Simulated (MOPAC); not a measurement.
MOPAC input (AM1):

```
AM1 PRECISE GNORM=0.05 LET XYZ CHARGE=1 GEO-OK AUX(PRECISION=9) THREADS=1
C3H9S

C    -2.42956900 1    0.23161900 1   -0.22362800 1
C    -1.02485400 1    0.41971800 1    0.35357600 1
C    -0.01323300 1   -0.33430300 1   -0.50003000 1
S     1.66925800 1   -0.19644800 1    0.26799300 1
H    -2.72075700 1   -0.81937000 1   -0.22369000 1
H    -3.15000400 1    0.77896400 1    0.38257500 1
H    -2.49480800 1    0.60946300 1   -1.24472200 1
H    -0.77171100 1    1.48264700 1    0.37504900 1
H    -0.99174800 1    0.05270100 1    1.38202500 1
H     0.06069900 1    0.03953600 1   -1.51905000 1
H    -0.19531900 1   -1.40974800 1   -0.51169300 1
H     1.90783700 1    1.11569500 1    0.04633200 1
H     2.45362400 1   -0.60893400 1   -0.75422600 1
```

Output:

```
 *******************************************************************************
 **                                                                           **
 **                              MOPAC v23.2.5                                **
 **                                                                           **
 *******************************************************************************
 ** MOPAC's Digital Object Identifier: https://doi.org/10.5281/zenodo.6511958 **
 **                                                                           **
 ** Please cite the open-source release paper for use of this MOPAC version:  **
 ** J. E. Moussa and J. J. P. Stewart (2026)                                  **
 ** MOPAC: An open-source semiempirical molecular orbital program             **
 ** J. Open Source Softw., 11(119), 8025, https://doi.org/10.21105/joss.08025 **
 *******************************************************************************

                              AM1 CALCULATION RESULTS

 *******************************************************************************
 *  AM1        - The AM1 Hamiltonian to be used
 *  GEO-OK     - OVERRIDE INTERATOMIC DISTANCE AND OTHER SAFETY CHECKS
 *
 *
 *
 *                 CHARGE ON SYSTEM = +1
 *
 *
 *
 *  LET        - OVERRIDE SOME SAFETY CHECKS
 *  PRECISE    - TIGHTER CRITERIA TO BE USED
 *  XYZ        - CARTESIAN COORDINATE SYSTEM TO BE USED
 *  GNORM      - EXIT WHEN GRADIENT NORM DROPS BELOW 0.050
 *  AUX        - OUTPUT AUXILIARY INFORMATION
 *******************************************************************************
AM1 PRECISE GNORM=0.05 LET XYZ CHARGE=1 GEO-OK AUX(PRECISION=9) THREADS=1
 C3H9S

   ATOM   CHEMICAL          X               Y               Z
  NUMBER   SYMBOL      (ANGSTROMS)     (ANGSTROMS)     (ANGSTROMS)

     1       C         -2.42956900  *   0.23161900  *  -0.22362800  *
     2       C         -1.02485400  *   0.41971800  *   0.35357600  *
     3       C         -0.01323300  *  -0.33430300  *  -0.50003000  *
     4       S          1.66925800  *  -0.19644800  *   0.26799300  *
     5       H         -2.72075700  *  -0.81937000  *  -0.22369000  *
     6       H         -3.15000400  *   0.77896400  *   0.38257500  *
     7       H         -2.49480800  *   0.60946300  *  -1.24472200  *
     8       H         -0.77171100  *   1.48264700  *   0.37504900  *
     9       H         -0.99174800  *   0.05270100  *   1.38202500  *
    10       H          0.06069900  *   0.03953600  *  -1.51905000  *
    11       H         -0.19531900  *  -1.40974800  *  -0.51169300  *
    12       H          1.90783700  *   1.11569500  *   0.04633200  *
    13       H          2.45362400  *  -0.60893400  *  -0.75422600  *

          CARTESIAN COORDINATES

    NO.       ATOM           X           Y           Z

     1         C         -2.4296      0.2316     -0.2236
     2         C         -1.0249      0.4197      0.3536
     3         C         -0.0132     -0.3343     -0.5000
     4         S          1.6693     -0.1964      0.2680
     5         H         -2.7208     -0.8194     -0.2237
     6         H         -3.1500      0.7790      0.3826
     7         H         -2.4948      0.6095     -1.2447
     8         H         -0.7717      1.4826      0.3750
     9         H         -0.9917      0.0527      1.3820
    10         H          0.0607      0.0395     -1.5191
    11         H         -0.1953     -1.4097     -0.5117
    12         H          1.9078      1.1157      0.0463
    13         H          2.4536     -0.6089     -0.7542

  H: (AM1): M.J.S. DEWAR ET AL, J. AM. CHEM. SOC. 107 3902-3909 (1985)
  C: (AM1): M.J.S. DEWAR ET AL, J. AM. CHEM. SOC. 107 3902-3909 (1985)
  S: (AM1): M.J.S. DEWAR, Y-C YUAN, INORGANIC CHEMISTRY, 29, 3881:3890,  (1990)

           Empirical Formula: C3 H9 S  =    13 atoms

      MOLECULAR POINT GROUP   :   C1

      RHF CALCULATION, NO. OF DOUBLY OCCUPIED LEVELS = 13

          Geometry optimization using EF

          DIAGONAL MATRIX USED AS START HESSIAN

 CYCLE:     1  GRAD.:    90.410 HEAT:  156.4789
 CYCLE:     2  GRAD.:   241.932 HEAT:  168.1714
 CYCLE:     3  GRAD.:   120.257 HEAT:  161.7239
 CYCLE:     4  GRAD.:   119.658 HEAT:  156.8926
 CYCLE:     5  GRAD.:   211.471 HEAT:  166.2417
 CYCLE:     6  GRAD.:   187.867 HEAT:  161.7444
 CYCLE:     7  GRAD.:   143.900 HEAT:  160.9858
 CYCLE:     8  GRAD.:   190.176 HEAT:  162.4496
 CYCLE:     9  GRAD.:   189.655 HEAT:  164.2945
 CYCLE:    10  GRAD.:   152.173 HEAT:  159.7392
 CYCLE:    11  GRAD.:   228.758 HEAT:  165.8377
 CYCLE:    12  GRAD.:   171.867 HEAT:  161.0522
 CYCLE:    13  GRAD.:   130.203 HEAT:  158.1441
 CYCLE:    14  GRAD.:   164.251 HEAT:  162.7039
 CYCLE:    15  GRAD.:   148.149 HEAT:  160.1173
 CYCLE:    16  GRAD.:   189.242 HEAT:  163.9201
 CYCLE:    17  GRAD.:   143.831 HEAT:  159.4911
 CYCLE:    18  GRAD.:   130.548 HEAT:  159.3847
 CYCLE:    19  GRAD.:   130.759 HEAT:  158.9995
 CYCLE:    20  GRAD.:    37.992 HEAT:  152.8933
 CYCLE:    21  GRAD.:    32.582 HEAT:  152.6249
 CYCLE:    22  GRAD.:    13.873 HEAT:  152.2139
 CYCLE:    23  GRAD.:     6.148 HEAT:  152.1634
 CYCLE:    24  GRAD.:     1.688 HEAT:  152.1479
 CYCLE:    25  GRAD.:     1.747 HEAT:  152.1455
 CYCLE:    26  GRAD.:     0.672 HEAT:  152.1428
 CYCLE:    27  GRAD.:     0.716 HEAT:  152.1405
 CYCLE:    28  GRAD.:     0.710 HEAT:  152.1396
 CYCLE:    29  GRAD.:     0.368 HEAT:  152.1388
 CYCLE:    30  GRAD.:     0.584 HEAT:  152.1375
 CYCLE:    31  GRAD.:     1.338 HEAT:  152.1348
 CYCLE:    32  GRAD.:     1.737 HEAT:  152.1306
 CYCLE:    33  GRAD.:     1.593 HEAT:  152.1236
 CYCLE:    34  GRAD.:     0.694 HEAT:  152.1200
 CYCLE:    35  GRAD.:     0.536 HEAT:  152.1180
 CYCLE:    36  GRAD.:     0.519 HEAT:  152.1172
 CYCLE:    37  GRAD.:     0.498 HEAT:  152.1159
 CYCLE:    38  GRAD.:     0.463 HEAT:  152.1144
 CYCLE:    39  GRAD.:     0.448 HEAT:  152.1131
 CYCLE:    40  GRAD.:     0.296 HEAT:  152.1124
 CYCLE:    41  GRAD.:     0.190 HEAT:  152.1120
 CYCLE:    42  GRAD.:     0.240 HEAT:  152.1117
 CYCLE:    43  GRAD.:     0.323 HEAT:  152.1114
 CYCLE:    44  GRAD.:     0.393 HEAT:  152.1108
 CYCLE:    45  GRAD.:     0.404 HEAT:  152.1096
 CYCLE:    46  GRAD.:     0.418 HEAT:  152.1087
 CYCLE:    47  GRAD.:     0.319 HEAT:  152.1080
 CYCLE:    48  GRAD.:     0.149 HEAT:  152.1078
 CYCLE:    49  GRAD.:     0.095 HEAT:  152.1077
 CYCLE:    50  GRAD.:     0.072 HEAT:  152.1077
 CYCLE:    51  GRAD.:     0.029 HEAT:  152.1077

     GRADIENT =  0.02936 IS LESS THAN CUTOFF =  0.05000

 -------------------------------------------------------------------------------
 AM1 PRECISE GNORM=0.05 LET XYZ CHARGE=1 GEO-OK AUX(PRECISION=9) THREADS=1
 C3H9S

     GEOMETRY OPTIMISED USING EIGENVECTOR FOLLOWING (EF).
     SCF FIELD WAS ACHIEVED

                              AM1 CALCULATION
                                                       MOPAC v23.2.5 Linux

          FINAL HEAT OF FORMATION =        152.10771 KCAL/MOL =     636.41864 KJ/MOL

          COSMO AREA              =        121.93 SQUARE ANGSTROMS
          COSMO VOLUME            =        108.97 CUBIC ANGSTROMS

          GRADIENT NORM           =          0.02936          =       0.00814 PER ATOM
          IONIZATION POTENTIAL    =         15.871903 EV
          HOMO LUMO ENERGIES (EV) =        -15.872 -6.175
          NO. OF FILLED LEVELS    =         13
          MOLECULAR WEIGHT        =         77.1641         POINT GROUP:  C1

          MOLECULAR DIMENSIONS (Angstroms)

            Atom       Atom       Distance
            H    13    H     6     5.76772
            H     5    H    12     3.13932
            H     9    H     7     2.74185

          SCF CALCULATIONS        =         52

   ATOM   CHEMICAL          X               Y               Z
  NUMBER   SYMBOL      (ANGSTROMS)     (ANGSTROMS)     (ANGSTROMS)

     1       C         -2.38176738  *   0.20803116  *  -0.20314842  *
     2       C         -0.98455339  *   0.44718435  *   0.31851475  *
     3       C          0.02332300  *  -0.31241938  *  -0.51292884  *
     4       S          1.60548258  *  -0.23292107  *   0.26801028  *
     5       H         -2.65094657  *  -0.87430637  *  -0.14309892  *
     6       H         -3.11269935  *   0.78821794  *   0.41351439  *
     7       H         -2.47286767  *   0.54138940  *  -1.26522996  *
     8       H         -0.75963121  *   1.54726359  *   0.28371304  *
     9       H         -0.92849429  *   0.11567125  *   1.39107837  *
    10       H          0.01325723  *   0.06491161  *  -1.56738628  *
    11       H         -0.25223299  *  -1.40391316  *  -0.54864580  *
    12       H          1.80668186  *   1.07624045  *   0.23228982  *
    13       H          2.38410409  *  -0.49774845  *  -0.76886723  *

                             CARTESIAN COORDINATES

   1    C       -2.381767376     0.208031163    -0.203148422
   2    C       -0.984553385     0.447184350     0.318514752
   3    C        0.023323001    -0.312419381    -0.512928835
   4    S        1.605482585    -0.232921066     0.268010283
   5    H       -2.650946567    -0.874306367    -0.143098924
   6    H       -3.112699349     0.788217937     0.413514389
   7    H       -2.472867672     0.541389403    -1.265229957
   8    H       -0.759631214     1.547263594     0.283713044
   9    H       -0.928494294     0.115671255     1.391078367
  10    H        0.013257233     0.064911609    -1.567386284
  11    H       -0.252232993    -1.403913157    -0.548645799
  12    H        1.806681861     1.076240450     0.232289823
  13    H        2.384104088    -0.497748449    -0.768867230

           Empirical Formula: C3 H9 S  =    13 atoms

      MOLECULAR POINT GROUP   :   C1

                  EIGENVALUES
 -40.55010 -33.22306 -27.42555 -26.09780 -22.22815 -21.89882 -20.45339 -19.04933
 -18.34708 -17.45147 -16.93844 -16.27978 -15.87190  -6.17463  -5.01392  -4.96992
  -1.71468  -1.48718  -0.86352  -0.31373  -0.06513   0.37802   1.00360   1.03335
   1.46443

              NET ATOMIC CHARGES AND DIPOLE CONTRIBUTIONS

  ATOM NO.   TYPE          CHARGE      No. of ELECS.   s-Pop       p-Pop
    1          C          -0.216328        4.2163     1.22562     2.99071
    2          C          -0.166870        4.1669     1.22061     2.94626
    3          C          -0.432232        4.4322     1.26198     3.17025
    4          S           0.927016        5.0730     1.80777     3.26522
    5          H           0.097275        0.9027     0.90273
    6          H           0.119796        0.8802     0.88020
    7          H           0.096592        0.9034     0.90341
    8          H           0.105778        0.8942     0.89422
    9          H           0.111438        0.8886     0.88856
   10          H           0.170900        0.8291     0.82910
   11          H           0.185037        0.8150     0.81496
   12          H           0.001962        0.9980     0.99804
   13          H          -0.000364        1.0004     1.00036
 DIPOLE           X         Y         Z       TOTAL
 POINT-CHG.     4.774    -0.879     0.802     4.920
 HYBRID         0.080     0.794    -1.575     1.765
 SUM            4.854    -0.085    -0.773     4.916

          ATOMIC ORBITAL ELECTRON POPULATIONS

     Atom    s        px        py        pz
    1  C   1.22562   0.91147   1.04642   1.03282
    2  C   1.22061   0.96166   0.99637   0.98823
    3  C   1.26198   0.94331   1.13468   1.09226
    4  S   1.80777   1.03109   1.07489   1.15924
    5  H   0.90273
    6  H   0.88020
    7  H   0.90341
    8  H   0.89422
    9  H   0.88856
   10  H   0.82910
   11  H   0.81496
   12  H   0.99804
   13  H   1.00036

 **********************
 *                    *
 * JOB ENDED NORMALLY *
 *                    *
 **********************

 == MOPAC DONE ==
```

The dipole moment of an ion depends on the origin.

The geometry given is a B3LYP-D3(BJ)/def2-TZVP minimum.
